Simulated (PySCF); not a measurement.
## `C=C1[C@@H](Cl)[C@@H]1[O][GeH3]`, C₄H₇ClGeO

Molfile (atoms numbered from 1):
```
C4H7ClGeO
     RDKit          3D

 14 14  0  0  0  0  0  0  0  0999 V2000
   -2.3551   -1.1944    0.5807 C   0  0  0  0  0  0  0  0  0  0  0  0
   -1.3886   -0.3459    0.3407 C   0  0  0  0  0  0  0  0  0  0  0  0
   -0.9286    0.8282   -0.4060 C   0  0  1  0  0  0  0  0  0  0  0  0
   -1.5603    2.4287   -0.0258 Cl  0  0  0  0  0  0  0  0  0  0  0  0
   -0.0206    0.1349    0.5922 C   0  0  2  0  0  0  0  0  0  0  0  0
    1.0575   -0.6087    0.1404 O   0  0  0  0  0  0  0  0  0  0  0  0
    2.5472    0.0268   -0.5450 Ge  0  0  0  0  0  4  0  0  0  0  0  0
   -2.2263   -2.0140    1.2682 H   0  0  0  0  0  0  0  0  0  0  0  0
   -3.3157   -1.1018    0.0995 H   0  0  0  0  0  0  0  0  0  0  0  0
   -0.7079    0.7280   -1.4620 H   0  0  0  0  0  0  0  0  0  0  0  0
    0.1551    0.6566    1.5310 H   0  0  0  0  0  0  0  0  0  0  0  0
    2.2487    0.8152   -1.7894 H   0  0  0  0  0  0  0  0  0  0  0  0
    3.2407    0.9004    0.4614 H   0  0  0  0  0  0  0  0  0  0  0  0
    3.2532   -1.2544   -0.8081 H   0  0  0  0  0  0  0  0  0  0  0  0
  1  2  2  0
  2  3  1  0
  3  4  1  0
  3  5  1  0
  5  6  1  0
  6  7  1  0
  5  2  1  0
  1  8  1  0
  1  9  1  0
  3 10  1  6
  5 11  1  1
  7 12  1  0
  7 13  1  0
  7 14  1  0
M  END
```

Computed, not measured: TDDFT CAM-B3LYP/def2-SVPD circular dichroism and optical rotation, one conformer, gas phase (PySCF 2.14.0). Geometry: GFN2-xTB.

The molecule is flexible and this is one conformer; a measurement averages over conformers. The calculation is non-relativistic, which matters for the atoms heavier than Zn.

Stereocentres: C3 R, C5 R.

What is the specific rotation at 633, 589.3, 546, 436, 405, 365, 355 nm?

[α] in deg dm⁻¹ (g/mL)⁻¹:
```
λ (nm)  origin-invariant length gauge  modified velocity gauge  length gauge (centre of mass)  isotropic polarisability (au)
   633                         +220.7                   +226.5                         +224.1                           97.4
 589.3                         +261.5                   +268.6                         +265.4                           97.9
   546                         +315.0                   +324.0                         +319.6                           98.4
   436                         +570.1                   +589.4                         +577.5                          100.8
   405                         +707.1                   +732.8                         +715.8                          101.9
   365                         +983.8                  +1023.9                         +994.9                          103.9
   355                        +1081.9                  +1127.4                        +1093.7                          104.5
```

And for the mirror image at 589.3 nm?

-261.5 deg dm⁻¹ (g/mL)⁻¹ (origin-invariant length gauge): the same size and the opposite sign.

What is the molar rotation [Φ] = [α]·M/100 of the geometry above at 589.3 nm?

With M = 179.18 g/mol, +468.6 deg cm² dmol⁻¹ (origin-invariant length gauge).

The first excitation lies at 5.58 eV (222 nm) with R = +8.8 × 10⁻⁴⁰ esu² cm² (velocity form).
